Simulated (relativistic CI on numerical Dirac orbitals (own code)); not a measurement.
Radial Dirac CI calculation of Nb¹⁶⁺.

Command:

```sh
python run_levels.py task.json out
```

Input:

```
atom Nb  Z=41  charge=16  electrons=25
nucleus A=93  rms_radius_fm=4.3240
hamiltonian dirac-coulomb  breit=on  qed=on  c_scale=1
orbitals kli  potential=per-configuration
slater_scale 1
correlation none
mixing on
grid step=0.0125 r_max=6.2
scf mixing=0.4 start=bare max_iterations=150 tolerance=2e-08 node_fill=0.05
configurations
  [Ar] 3d7
  [Ne] 3s2 3p5 3d8
end
```

Output:

```
SCF 1: [Ar] 3d7
 iter      energy (Ha)   residual   last orbital (Ha)
    1     -3546.986291   8.45e+00    -93.62226
    2     -3652.689452   5.08e+00    -60.11495
    3     -3698.468213   1.07e+00    -21.73976
    4     -3700.921541   8.09e-01    -26.75514
    5     -3702.972546   4.82e-02    -23.78066
    6     -3702.980377   4.10e-03    -23.55668
    7     -3702.980115   1.83e-03    -23.55548
    8     -3702.980206   2.78e-05    -23.56163
    9     -3702.980206   9.04e-06    -23.56179
   10     -3702.980206   9.26e-08    -23.56178
   11     -3702.980206   1.27e-08    -23.56178
SCF 2: [Ne] 3s2 3p5 3d8
 iter      energy (Ha)   residual   last orbital (Ha)
    1     -3538.023906   8.48e+00    -93.62226
    2     -3645.979552   5.10e+00    -59.98167
    3     -3692.283126   1.10e+00    -21.60157
    4     -3695.162897   7.95e-01    -26.61482
    5     -3697.162833   5.36e-02    -23.67563
    6     -3697.172794   7.04e-03    -23.44435
    7     -3697.172499   2.32e-03    -23.42610
    8     -3697.172621   5.30e-05    -23.43416
    9     -3697.172623   5.95e-06    -23.43439
   10     -3697.172623   3.94e-07    -23.43442
   11     -3697.172623   1.30e-08    -23.43442
orbital energies (Ha): 2s -114.4421  2p1/2 -106.5474  2p3/2 -103.0215  3s -32.3847  3p1/2 -29.4201  3p3/2 -28.7872  3d3/2 -23.6877  3d5/2 -23.5618
configuration averages (Ha): Dirac-Coulomb, Breit, QED
  3p6 3d7                      -3702.980206    2.194239    1.491378
  3p5 3d8                      -3697.172623    2.178625    1.490735
levels: no., configuration, term, J, E (cm-1), weight
   1 3p6 3d7                4F   9/2              0.0  0.94
   2 3p6 3d7                4F   7/2          18535.8  0.98
   3 3p6 3d7                4F   5/2          27907.2  0.93
   4 3p6 3d7                4F   3/2          33336.2  0.87
   5 3p6 3d7                4P   3/2          56433.6  0.54
   6 3p6 3d7                2G   9/2          61060.3  0.75
   7 3p6 3d7                4P   5/2          61779.7  0.92
   8 3p6 3d7                4P   1/2          71438.7  0.78
   9 3p6 3d7                2G   7/2          78013.0  0.96
  10 3p6 3d7                2H   11/2         81850.7  1.00
  11 3p6 3d7                4P   3/2          87941.1  0.39
  12 3p6 3d7                2D   5/2          93134.1  0.88
  13 3p6 3d7                2H   9/2         101282.5  0.81
  14 3p6 3d7                2P   1/2         101844.8  0.78
lowest total energy -3699.676324 Ha
end: converged
```

Against the reference input this run has: start potential bare. The reference run ends at -3699.676324 Ha with Breit and QED terms. The change (start potential bare) leaves the energy and the levels as they were.
